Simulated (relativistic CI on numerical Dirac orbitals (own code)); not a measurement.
## Ir65+: sensitivity of the levels to the model

Base calculation: Dirac-Coulomb-Breit CI, KLI orbitals optimised for each configuration, a model potential for QED, unscaled Slater integrals.

Configuration list (outside the closed core [Ne]): 3s2, 3s 3p, 3p2, 3s 3d, 3d2, 3p 3d, 3p 4s, 3d 4s, 3s 4s, 3s 4p, 3s 4d, 3s 4f, 3s 5s, 3s 5p, 3s 5d, 4s2. Levels of other configurations are missing.

Variants: (1) configuration mixing switched off; (2) one mean potential for all configurations. Shifts of the energy above 3s2 1S_0, in eV, for the lowest level and the first level of each name with at least 55 % of one term (blank where a level changes its place among those of its configuration and J or its character, or is not in the variant):

| Level | Base | Δ(1) | Δ(2) |
| --- | --- | --- | --- |
| 3s2 1S_0 | 0.00 | 0.00 | 0.00 |
| 3s 3p 3P°_0 | 148.69 | -3.75 | +0.20 |
| 3s 3p 3P°_1 | 165.59 | -2.94 | +0.20 |
| 3p2 3P_0 | 355.43 | -5.28 | +0.43 |
| 3s 3p 3P°_2 | 594.70 | -3.61 | +0.19 |
| 3s 3p 1P°_1 | 634.40 | -1.21 | +0.20 |
| 3p2 3P_1 | 786.19 | -3.60 | +0.40 |
| 3s 3d 3D_1 | 819.99 | -4.17 | +0.06 |
| 3s 3d 3D_2 | 834.80 | -11.62 | +0.11 |
| 3s 3d 3D_3 | 920.07 | -4.18 | +0.05 |
| 3s 3d 1D_2 | 938.52 | -7.49 | +0.06 |
| 3p 3d 3F°_2 | 980.12 | -4.18 | +0.33 |
| 3p2 3P_2 | 1239.79 | -4.88 | +0.37 |
| 3p2 1S_0 | 1260.29 | -2.04 | +0.39 |

At this charge energies of transitions that change n are usually good to better than 1 %, and those within a shell (Δn = 0) to a few per cent.

Ionisation energy from the two ground configurations alone: base 7710.04 eV. The NIST ASD value (theoretical) is 7710 eV.

LS names give the leading component of a level, which can be under half, so a name can repeat, a term be missing and a line seem to break the LS rules.
